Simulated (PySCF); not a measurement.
A species of formula C10H16 has this rotational fingerprint, computed with PySCF, PBE0-D3(BJ)/def2-SVP geometry optimisation, gas phase:

* Rotational constants: A = 1950, B = 1235, C = 1134 MHz
* Dipole components: |μa| = 0.07 D, |μb| = 0.18 D, |μc| = 0.03 D
* Inertial defect: -222.67 u·Å²
* κ: -0.75

Question: Which candidate fits, each taken in the one conformer that was computed?
A. `[CH3:1][CH2:2][C@@:3]12[CH:4]=[CH:5][C@@H:6]([CH2:7]1)[C@H:8]([CH3:9])[CH2:10]2` with C1–C2–C3–C4 65°
B. `CC1=CC[C@@H]2C[C@H]1C2(C)C` (alpha-pinene)
C. `[CH:1]#[C:2][C@@:3]1([CH3:4])[CH2:5][CH2:6][CH2:7][C@@H:8]1[CH2:9][CH3:10]` with C7–C8–C9–C10 66°, C2–C3–C5–C6 160°, C3–C5–C6–C7 -25°, C5–C6–C7–C8 -1°, C6–C7–C8–C9 155°
D. adamantane, `C1C2CC3CC1CC(C2)C3`
E. `[CH3:1][C:2]1=[C:3]=[CH:4][CH2:5][CH2:6][CH2:7][CH2:8][CH2:9][CH2:10]1` with C3–C4–C5–C6 90°, C4–C5–C6–C7 -92°, C5–C6–C7–C8 46°, C6–C7–C8–C9 61°
F. `[CH2:1]1[CH2:2][C@@H:3]2[C@@H:4]3[CH2:5][CH2:6][C@@H:7]([CH2:8]3)[C@@H:9]2[CH2:10]1` with C10–C1–C2–C3 31°, C1–C2–C3–C4 96°, C2–C3–C4–C5 -47°, C3–C4–C5–C6 -71°

Answer: B. It is CC1=CC[C@@H]2C[C@H]1C2(C)C, an asymmetric top, point group C1. The candidates at the same level (rigid rotor, commonest isotopes):

```
                                SMILES  A (MHz)  B (MHz)  C (MHz)  μa (D)  μb (D)  μc (D)  Δ (u·Å²)  point group           rotor
                    C1C2CC3CC1CC(C2)C3     1697     1696     1696    0.00    0.00    0.00   -297.85           Td   spherical top
                        CC1=C=CCCCCCC1     1994     1046    782.6    0.13    0.51    0.10    -91.00           C1  asymmetric top
            CC1=CC[C@@H]2C[C@H]1C2(C)C     1950     1235     1134    0.07    0.18    0.03   -222.67           C1  asymmetric top
              C#C[C@@]1(C)CCC[C@@H]1CC     1513     1216    844.8    0.46    0.54    0.14   -151.21           C1  asymmetric top
      CC[C@@]12C=C[C@@H](C1)[C@H](C)C2     2365     1058    964.1    0.03    0.28    0.16   -167.24           C1  asymmetric top
C1C[C@@H]2[C@@H]3CC[C@@H](C3)[C@@H]2C1     2225     1380     1292    0.00    0.00    0.10   -202.25           Cs  asymmetric top
```

`C#C[C@@]1(C)CCC[C@@H]1CC` has C 26 % too low; `CC[C@@]12C=C[C@@H](C1)[C@H](C)C2` has A 21 % too high; `C1C[C@@H]2[C@@H]3CC[C@@H](C3)[C@@H]2C1` has A 14 % too high; `CC1=C=CCCCCCC1` has C 31 % too low; `C1C2CC3CC1CC(C2)C3` has C 50 % too high. No structure here is proved a minimum.
